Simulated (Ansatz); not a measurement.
```yaml
crystal:
  periodic: [true, true, true]
  atoms:
    - {symbol: Cl, position_ang: [0.654184, 0.004940, 2.587656]}
    - {symbol: B, position_ang: [1.045415, 0.379233, 0.909047]}
    - {symbol: Br, position_ang: [-0.484864, 1.508635, -0.040963]}
    - {symbol: B, position_ang: [-1.010882, -0.364905, -0.895777]}
    - {symbol: Cl, position_ang: [-1.250449, -0.275109, -2.637104]}
    - {symbol: Br, position_ang: [0.818717, -1.307442, -0.365115]}
    - {symbol: H, position_ang: [2.083550, 0.889398, 0.652911]}
    - {symbol: H, position_ang: [-1.855662, -0.834741, -0.210635]}
basis:
  gaussian: {orbitals: aug-cc-pVDZ}
hamiltonian: {xc: {name: r2SCANh}}
scf: {lower_state_search: off}
output: {forces: true}
```

```sh
$ ansatz run in.yaml --threads 8 --pin off --events-out ev --progress --plain --max-ram 18278MiB
```

Question: How does Ansatz answer? (Best estimate.)

Answer: Ansatz gave: The input was rejected before any iteration.
```
Error: YAML parse error: error: line 2 column 3: crystal: missing field `lattice` (a structure is typed as `lattice` and `atoms`, a molecule's as `atoms` in Å alone, or read from a run's directory, `checkpoint`)
 --> <input>:2:3
1 | crystal:
2 |   periodic: [true, true, true]
3 |   atoms:
4 |     - {symbol: Cl, position_ang: [0.654184, 0.004940, 2.587656]}
```
